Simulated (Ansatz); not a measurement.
Species: CdF (charge 0, doublet). The spin state was set by rule; other spins were not relaxed. 
Geometry from a B3LYP-D3(BJ)/def2-TZVP (Ansatz, a quantum-chemistry and plane-wave program) optimisation:
```
Cd
F 1 2.0197
```
Charge 0, spin multiplicity 2.

Total electronic energies in hartree. Cores are frozen in the correlated levels unless marked. Open shells are spin-unrestricted. No spin-orbit coupling. Frozen are the shells of the preceding noble gas and the d and f shells that filled before the atom's block. In def2 rows, elements after Kr have scalar-relativistic effective core potentials. CBS marks a two-point X^-3 extrapolation of the correlation energy; Hartree-Fock from the larger set.

| level | program | energy (Eh) |
|---|---|---|
| HSE06-D3(BJ)/def2-TZVPD | Ansatz + dftd3 | -267.53664 |
| wB97M-V/def2-TZVPD | Ansatz | -267.55470 |
| MP2/def2-QZVPP | Ansatz | -267.10273 |
| SCS-MP2/def2-TZVPPD | Ansatz | -266.97794 |
| SCS-MP2/def2-QZVPPD | Ansatz | -267.04371 |
| CCSD/def2-SVPD | Ansatz | -266.66193 |
| CCSD/def2-TZVPPD | Ansatz | -267.00629 |
| CCSD/def2-QZVPPD | Ansatz | -267.06619 |
| CCSD(T)/CBS(def2-TZVPPD,def2-QZVPPD) | Ansatz | -267.1354 |

Totals of different functionals don't rank their quality; only differences between species are comparable.
